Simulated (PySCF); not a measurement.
**Excitation energy of Ni²⁺ by level of theory**

Ni²⁺ [Ar] 3d8 (3F) → Ni²⁺ [Ar] 3d7 4p1 (high-spin determinant), as a difference of total energies. Calculation: PySCF 2.14, in x2c-QZVPPall (11s7p6d4f2g, 108 functions); scalar relativity by spin-free X2C-1e. Correlated levels: valence: [Ar] frozen; valence and next inner shell: [Ne] frozen. The calculations carry no spin-orbit coupling.

```
                                method  excitation energy (eV)
                                   UHF                  11.913
                                   LDA                  13.957
                                   PBE                  13.621
                                  PBE0                  13.435
                                r2SCAN                  13.482
                                 B97-3                  13.711
                             BHandHLYP                  13.235
                               r2SCANh                  13.428
                         MP2 (valence)                  13.789
                     SCS-MP2 (valence)                  13.899
    MP2 (valence and next inner shell)                  14.161
SCS-MP2 (valence and next inner shell)                  14.093
```

**Question.** How much does correlation contribute at MP2 (valence and next inner shell)?

**Answer.** 14.161 − (11.913) = 2.248 eV, measured against UHF.

A first-order spin-orbit estimate (lowest level to lowest level, LS coupling) adds 0.035 eV.

The basis was made for the ground configuration and has no added diffuse functions, so the excitation energy can come out too high.

The determinant of the upper state mixes LS terms, which raises its energy above the lowest term, most at the Hartree-Fock and MP2 levels.
